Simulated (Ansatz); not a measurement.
Ansatz (a quantum-chemistry and plane-wave program) input:

Ansatz 0.2 input:
```yaml
crystal:
  periodic: [false, false, false]
  atoms:
    - {symbol: N, position_ang: [0.00699676, -0.00216503, -1.71615934]}
    - {symbol: H, position_ang: [0.81714496, -0.48347954, -2.09539363]}
    - {symbol: H, position_ang: [-0.81214675, -0.46249635, -2.10206270]}
    - {symbol: H, position_ang: [0.02067820, 0.93803076, -2.10043413]}
    - {symbol: Li, position_ang: [-0.00135659, 0.00041977, 0.33274250]}
    - {symbol: F, position_ang: [-0.00784266, 0.00242678, 1.92364204]}
basis:
  gaussian:
    orbitals: def2-TZVP
hamiltonian:
  xc: b3lyp
  dispersion: d3bj
phonons: {temperatures: {t_min: 298.15, t_max: 298.15, t_step: 100}}
```

### Question
What final total energy does it print?

### Answer
-164.09935 Eh (B3LYP-D3(BJ)/def2-TZVP). The basis has 94 functions. The run takes roughly 20 core-seconds.
